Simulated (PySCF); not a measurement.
Al(Me)(NHMe)(OH) (C₂H₈AlNO), SMILES [OH][Al]([CH3])[NH]C. Atoms are numbered in the order given.

```xyz
13

Al     0.1869     0.2142     0.4156
C      1.4315    -0.0994     1.8798
H      1.9197    -1.0861     1.8253
H      0.9149    -0.0333     2.8524
H      2.2245     0.6676     1.8893
N     -0.0828    -1.0011    -0.8608
C     -0.9571    -0.9498    -2.0169
H      0.4312    -1.8778    -0.8143
H     -1.7261    -1.7470    -2.0153
H     -0.4114    -1.0271    -2.9777
H     -1.4993     0.0101    -2.0395
O     -0.6568     1.7018     0.3753
H     -1.2959     1.9968    -0.2776
```

Geometry: B3LYP-D3(BJ)/def2-SVP. The structure was generated by enumeration; whether it is a known compound was not checked. Other conformers were not sampled.

Level of theory: CAM-B3LYP/def2-TZVP (PySCF).

ESP charges are fitted to the potential on shells at 1.4 to 2.0 van der Waals radii. Atomic charges (e):

```tsv
atom	meta-Löwdin	ESP fit
Al1	1.02	1.14
C2	-0.65	-0.87
H3	0.12	0.16
H4	0.13	0.20
H5	0.13	0.20
N6	-0.60	-0.92
C7	-0.20	0.08
H8	0.22	0.35
H9	0.10	0.04
H10	0.10	0.04
H11	0.10	0.02
O12	-0.79	-0.87
H13	0.34	0.45
```
